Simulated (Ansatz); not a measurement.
Correlation energies of CH5AlClN, SMILES `C[NH][AlH][Cl]` by basis set

| atom | x (Å) | y (Å) | z (Å) |
| --- | --- | --- | --- |
| C1 | 0.891 | 0.883 | -0.297 |
| N2 | -0.303 | 0.094 | -0.520 |
| Al3 | -1.043 | -1.131 | 0.501 |
| Cl4 | -0.107 | -1.566 | 2.330 |
| H5 | 1.650 | 0.710 | -1.068 |
| H6 | 0.676 | 1.958 | -0.272 |
| H7 | 1.336 | 0.617 | 0.664 |
| H8 | -0.744 | 0.312 | -1.402 |
| H9 | -2.355 | -1.877 | 0.064 |

Charge 0, multiplicity 1. The structure was optimised at the PBE0-D4/def2-TZVP level. It is one conformer, not always the lowest. Frozen core, restricted reference, Ansatz 0.2.0. CBS rows extrapolate triple and quadruple zeta; past MP2 they add the triple-zeta difference.

```csv
basis,HF (Eh),MP2 corr.
def2-SVP,-796.45649,-0.50775
def2-TZVPP,-796.80886,-0.65486
def2-QZVPP,-796.83364,-0.70711
```

(1) Estimate the CCSD correlation energy and the (T) correction in each basis where they were run (hartree).

## Answers

(1) 
```csv
basis,CCSD corr.,(T)
def2-SVP,-0.55339,-0.01349
def2-TZVPP,-0.69860,-0.02692
CBS(def2),-0.78957,as TZ
```
